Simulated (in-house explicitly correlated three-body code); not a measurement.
Results of a calculation; reference values are marked as such.
## Two electrons around a charge Z: the exact Kohn-Sham energy parts

The exact non-relativistic ground state comes from a variational code in 260 exponentially correlated functions, the Kohn-Sham parts from inverting its density (past Z = 6 the correlation energy is taken as exact minus Hartree-Fock, equal to within microhartrees), and self-consistent runs (Hartree-Fock is restricted) from a B-spline radial code. Z may be fractional; the second electron is bound down to Z = 0.911.

E_c tends to a constant and T_c to −E_c as Z grows.

```csv
Z,E (Eh),E_x (Eh),E_c (mEh),T_c (mEh),−T_c/E_c,binding (eV)
1.03,-0.569694,-0.40279,-41.39,28.42,0.687,1.068
1.32,-1.069830,-0.59502,-40.58,32.06,0.790,5.405
1.68,-1.925545,-0.82334,-41.41,34.90,0.843,14
2.18,?,?,?,?,?,?
2.82,-6.344652,-1.53840,-43.33,39.41,0.910,64.45
3.52,-10.345695,-1.97641,-43.96,40.80,0.928,112.9
4.6,?,?,?,?,?,?
5.8,-30.171199,-3.40209,-45.00,43.06,0.957,363.3
```

(1) What belongs in the row Z = 4.6?

(2) What belongs in the row Z = 2.18?

(3) Where is correlation strongest relative to exchange?

Answers

(1) E (Eh): -18.440830; E_x (Eh): -2.65183; E_c (mEh): -44.58; T_c (mEh): 42.14; −T_c/E_c: 0.945; binding (eV): 213.9.

(2) E (Eh): -3.543901; E_x (Eh): -1.13750; E_c (mEh): -42.44; T_c (mEh): 37.42; −T_c/E_c: 0.882; binding (eV): 31.77.

(3) E_c/E_x falls from 0.103 at Z = 1.03 to 0.0132 at Z = 5.8, since exchange grows as Z while correlation stays near −0.045 hartree. The smaller −T_c/E_c at low Z marks the more static, in-out correlation of a loosely bound pair.
